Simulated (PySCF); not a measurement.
silylarsine cation (AsH5Si), SMILES [SiH3][AsH2] (connectivity only; charge and spin as stated), charge +1, multiplicity 2. Atoms are numbered in the order given.

```xyz
7

Si    -1.6329     0.0168     0.0000
As     0.7760    -0.0397     0.0000
H     -1.9441    -0.6917     1.2542
H     -1.9441    -0.6917    -1.2542
H     -1.8845     1.4742     0.0000
H      1.5118     0.4923     1.1949
H      1.5118     0.4923    -1.1949
```
Charge +1, spin multiplicity 2.

Geometry: PBE0-D3(BJ)/def2-TZVP. The spin state was assumed, not searched.

Level of theory: PBE0-D3(BJ)/def2-TZVP run with PySCF 2.14.0.

Frequencies are harmonic and unscaled.

Computed vibrational spectrum:
```json
[
 {"mode": "1", "ν (cm⁻¹)": "92", "IR (km/mol)": "1.3", "moving atoms (share of kinetic energy)": "H 100 %"},
 {"mode": "2", "ν (cm⁻¹)": "308", "IR (km/mol)": "15.7", "moving atoms (share of kinetic energy)": "Si 62 %, As 28 %, H 10 %"},
 {"mode": "3", "ν (cm⁻¹)": "328", "IR (km/mol)": "2.2", "moving atoms (share of kinetic energy)": "H 94 %"},
 {"mode": "4", "ν (cm⁻¹)": "364", "IR (km/mol)": "1.8", "moving atoms (share of kinetic energy)": "H 99 %"},
 {"mode": "5", "ν (cm⁻¹)": "550", "IR (km/mol)": "11.9", "moving atoms (share of kinetic energy)": "H 91 %"},
 {"mode": "6", "ν (cm⁻¹)": "609", "IR (km/mol)": "3.7", "moving atoms (share of kinetic energy)": "H 91 %"},
 {"mode": "7", "ν (cm⁻¹)": "816", "IR (km/mol)": "280.0", "moving atoms (share of kinetic energy)": "H 93 %"},
 {"mode": "8", "ν (cm⁻¹)": "907", "IR (km/mol)": "32.8", "moving atoms (share of kinetic energy)": "H 97 %"},
 {"mode": "9", "ν (cm⁻¹)": "912", "IR (km/mol)": "34.0", "moving atoms (share of kinetic energy)": "H 97 %"},
 {"mode": "10", "ν (cm⁻¹)": "953", "IR (km/mol)": "5.9", "moving atoms (share of kinetic energy)": "H 97 %"},
 {"mode": "11", "ν (cm⁻¹)": "2254", "IR (km/mol)": "0.6", "moving atoms (share of kinetic energy)": "H 99 %"},
 {"mode": "12", "ν (cm⁻¹)": "2299", "IR (km/mol)": "6.6", "moving atoms (share of kinetic energy)": "H 96 %"},
 {"mode": "13", "ν (cm⁻¹)": "2308", "IR (km/mol)": "0.2", "moving atoms (share of kinetic energy)": "H 99 %"},
 {"mode": "14", "ν (cm⁻¹)": "2318", "IR (km/mol)": "6.4", "moving atoms (share of kinetic energy)": "H 95 %"},
 {"mode": "15", "ν (cm⁻¹)": "2341", "IR (km/mol)": "2.0", "moving atoms (share of kinetic energy)": "H 98 %"}
]
```
